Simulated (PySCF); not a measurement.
## Pr(NH2)3 at several levels of theory

Computed with PySCF 2.14.0 (density fitting, no spin-orbit coupling) at the geometry relaxed with B3LYP:

```xyz
10
Pr(NH2)3 (singlet in the valence; each metal's 4f electrons, 2 of them, lie in its core potential, out of spins and levels)
Pr   -0.0065    0.0286    0.2883
N     2.2574    0.0108    0.0185
H     2.8718   -0.8084    0.0008
H     2.8713    0.8056   -0.1815
N    -1.1385    1.9547   -0.1631
H    -2.1468    2.0969   -0.2681
H    -0.7199    2.8682   -0.3604
N    -1.1287   -1.9563    0.2562
H    -0.7216   -2.8957    0.2365
H    -2.1387   -2.1044    0.1729
```

| level | basis | state | HOMO (eV) | gap (eV) | charge on Pr1 (e) | population of f-type functions on Pr1 (polarisation alone where 4f lies in the core) | dipole about the centre of mass (D) | largest force component (eV/Å) |
| --- | --- | --- | --- | --- | --- | --- | --- | --- |
| B3LYP | Pr lcecp-1-SVP with ECP48, N def2-SVP, H def2-SVP | singlet | -5.61 | 4.22 | 0.90 | 0.07 | 0.93 | 0.02 |
| BP86 | the same | singlet | -4.64 | 2.92 | 0.77 | 0.07 | 0.87 | 0.45 |
| TPSS | the same | singlet | -4.56 | 3.06 | 0.88 | 0.07 | 0.88 | 0.27 |
| r2SCAN | the same | singlet | -4.78 | 3.43 | 0.93 | 0.07 | 0.93 | 0.10 |
| B3LYP | Pr lcecp-1-TZVP with ECP48, N def2-TZVP, H def2-TZVP | singlet | -5.82 | 4.36 | 1.55 | 0.08 | 1.02 | 0.54 |

In the lcecp rows the 4f levels are missing from HOMO and gap, and the state counts the valence alone.

Charges are Mulliken's, which hang on the basis. The relaxation used the grid (50, 194), these runs (75, 302) or, all-electron (x2c bases, spin-free X2C Hamiltonian), (99, 590).

**Question.** What does BLYP with Pr lcecp-1-SVP with ECP48, N def2-SVP, H def2-SVP give here?

**Answer.** state singlet, HOMO (eV) -4.41, gap (eV) 2.67, charge on Pr1 (e) 0.73, population of f-type functions on Pr1 (polarisation alone where 4f lies in the core) 0.07, dipole about the centre of mass (D) 0.86, largest force component (eV/Å) 0.35. Time: 10 s on 2 threads of Intel(R) Xeon(R) CPU @ 2.80GHz (Skylake/Cascade Lake), with other jobs on the host, from an already converged density.

In the first row's basis the gap widens with exact exchange: 2.7 to 3.4 eV for BLYP, BP86, TPSS, r2SCAN (none); 4.2 eV for B3LYP (a fixed share).

No frequency check is given that shows the relaxed geometry to be a minimum, and it was reached by following one of several unstable modes of a saddle point. An lcecp potential fixes the number of 4f electrons, so in runs with it no electron can move into or out of that shell.
